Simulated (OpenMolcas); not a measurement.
**Ni+: effect of the active space**

```json
{
 "Program": "OpenMolcas 26.06",
 "Method": "MS-CASPT2 or its RAS form, IPEA 0.25 Eh, imaginary shift 0.1 Eh",
 "Basis": "ANO-RCC-VTZP",
 "Scalar Hamiltonian": "DKH2, point nucleus",
 "Spin-orbit coupling": "RASSI with atomic mean-field integrals over the reference wave functions, term energies averaged over their components"
}
```

A. 9 electrons in 6 orbitals (3d 4s); 2S+1 = 4 even, 17 roots; 2S+1 = 2 even, 24 roots; closed shells correlated: 3s 3p; CASPT2 step of the order of 10 core-seconds
B. 9 electrons in 9 orbitals (RAS2 3d 4s; RAS3 4p, at most 2 electrons); 2S+1 = 2 even, 29 roots; 2S+1 = 4 even, 10 roots kept (CI in the orbitals of an earlier block); 2S+1 = 2 odd, 21 roots; 2S+1 = 4 odd, 21 roots kept (CI in the orbitals of an earlier block); closed shells correlated: 3s 3p; CASPT2 step about 90 core-seconds
C. 9 electrons in 11 orbitals (3d 4s 4d); 2S+1 = 2 even, 20 roots (17 in the spin-orbit step); 2S+1 = 4 even, 10 roots kept (CI in the orbitals of an earlier block); closed shells correlated: 3s 3p; CASPT2 step roughly 60 core-minutes

Energies in cm-1 above 3d8 4s 4F 9/2.

```tsv
Level	A	B	C
3d8 4s 4F 9/2	0.0	0.0	0.0
3d8 4s 4F 7/2	785	894	916
3d8 4s 4F 5/2	1689	1663	1689
3d8 4s 4F 3/2	2300	2200	2240
3d8 4s 2F 7/2	2400	4620	5080
3d8 4s 2F 5/2	3730	6040	6490
```

B puts 3d9 2D 5/2 lowest. C puts 3d9 2D 5/2 lowest.

The spin-orbit steps hold different terms of 3d8 4s (C lacks 2G, 2P), which shifts levels as well.

Among A to C the level of the table that moves most is 3d8 4s 2F 5/2, by 2800 cm-1 (lowest in A, highest in C). Moves below CASPT2's spread within the term are not significant.

CASPT2 does not keep the components of a term degenerate, so their means are used; among the terms shown or strongly mixed into the levels shown the widest spread is 1500 cm-1 (3d8 4s 2F, B). The lowest computed level is not the ground level that NIST lists (2D5/2) (holds for A). No level of 3d9 was computed, though it lies in the active space (holds for A). Terms from blocks run as CI alone lack orbitals of their own (holds for B; C). Some terms miss by over 15 % even with CASPT2, which points to a basis or an active space too small for the shells correlated (holds for B; C). Some high roots are left out of the spin-orbit mixing, which shifts the levels that they would mix with (holds for C). Active for correlation alone: 4d; no level in the range computed is led by a configuration that fills it, so any true level of that kind is missing (holds for C). Levels of configurations outside the active space are missing. The table leaves out levels that lie high or whose names do not pair safely across all columns.
